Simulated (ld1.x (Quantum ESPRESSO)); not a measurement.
# Scattering properties, PAW potential for beryllium (Be)

| Quantity | Value |
| --- | --- |
| Element | beryllium (Be) |
| Generator | ld1.x (Quantum ESPRESSO) 7.5 |
| Type | PAW |
| Functional | LDA (PZ) |
| Relativity | scalar-relativistic |
| Frozen core | [He] |
| Valence charge | 2 |
| Reference configuration | 2s2 2p0 |
| Partial waves | 2s (bound): rcut 1.60, rcutus 1.75 bohr; 2s channel at 3.35 Ry: rcut 1.60, rcutus 1.75 bohr; 2p (bound, empty): rcut 3.50, rcutus 4.20 bohr; 2p channel at 3.05 Ry: rcut 3.50, rcutus 4.20 bohr |
| Local potential | all-electron potential smoothed inside 2.85 bohr (lloc = -1) |
| Core correction | Bessel-smoothed model core, default radius (core density twice the valence density) |
| Augmentation charge | PSQ, inside the norm-conserving radii |

The phase is arctan(r·u′/u) with u = r·R(r), unwrapped; energies in Ry, scanned from -2 to 5 Ry. A pole is an energy at which the radial function vanishes at the test radius. The pseudo phase is shifted by a multiple of π to meet the all-electron one at the reference energy, and phase errors are pseudo minus all-electron; the curves can meet again beyond the range given. Levels narrower than the energy grid can be missing from the lists of poles.

```tsv
channel	radius (bohr)	reference energy (Ry)	poles, all-electron	poles, pseudo	unbroken range about the reference energy with phases within 0.05 rad	phase error 1 Ry above the reference energy (rad)
s	4.57	-0.41	-0.32, 1.45, 4.31	-0.32, 1.45, 4.32	the whole range	+0.010
p	4.57	-0.15	-0.01, 1.49, 4.01	-0.01, 1.56, 4.13	below 0.7	+0.038
```

Note: ghost state, extra bound levels that the all-electron valence spectrum of the same l lacks: s at -514.6 eV. A true bound ghost makes a file unfit for plane-wave use.

Phases in the s channel:

```
E (Ry)  all-electron  pseudo
 -2.00         1.405   1.405
 -1.52         1.375   1.375
 -1.04         1.316   1.316
 -0.56         0.921   0.922
 -0.08        -1.809  -1.809
  0.40        -2.673  -2.664
  0.88        -4.481  -4.478
  1.36        -4.691  -4.690
  1.84        -4.798  -4.797
  2.32        -4.970  -4.968
  2.80        -6.730  -6.721
  3.28        -7.673  -7.673
  3.76        -7.791  -7.791
  4.24        -7.847  -7.847
  4.72        -7.892  -7.891
```
